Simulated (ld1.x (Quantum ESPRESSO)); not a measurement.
Reading a pseudo-wave (aluminium)

Columns: radius, all-electron u(r) and pseudo u(r) of the 3p shell (level -2.72 eV) of aluminium in the configuration [Ne] 3s2 3p1; PBE, non-relativistic, ultrasoft scheme, ld1.x (Quantum ESPRESSO) 7.5.

```tsv
r (bohr)	all-electron	pseudo
0.165	0.1354	-0.0074
0.330	0.2133	-0.0293
0.495	0.1838	-0.0642
0.660	0.0991	-0.1100
0.825	-0.0045	-0.1639
0.990	-0.1083	-0.2229
1.155	-0.2038	-0.2836
1.320	-0.2874	-0.3430
1.485	-0.3583	-0.3981
1.650	-0.4175	-0.4468
1.815	-0.4652	-0.4875
1.980	-0.5018	-0.5193
2.145	-0.5284	-0.5420
2.310	-0.5459	-0.5561
2.475	-0.5555	-0.5626
2.640	-0.5584	-0.5627
2.805	-0.5557	-0.5578
2.970	-0.5485	-0.5491
3.135	-0.5375	-0.5376
3.300	-0.5236	-0.5236
3.465	-0.5075	-0.5075
3.630	-0.4899	-0.4899
3.795	-0.4711	-0.4711
3.960	-0.4516	-0.4516
4.125	-0.4317	-0.4317
4.290	-0.4118	-0.4118
```

Task: How many radial nodes do the two functions have?

Result: The all-electron 3p function has n − l − 1 = 1; the pseudo-wave has 0, since the states of the same l below it are removed with the core.

Task: At about which radius was the pseudo-wave matched?

Result: 3.30 bohr, where the columns begin to agree (steps of 0.17 bohr).

Task: Is the pseudo-wave norm-conserving?

Result: No, it belongs to an ultrasoft set: the norm inside the radius is not constrained, and the difference is carried by the augmentation charge.
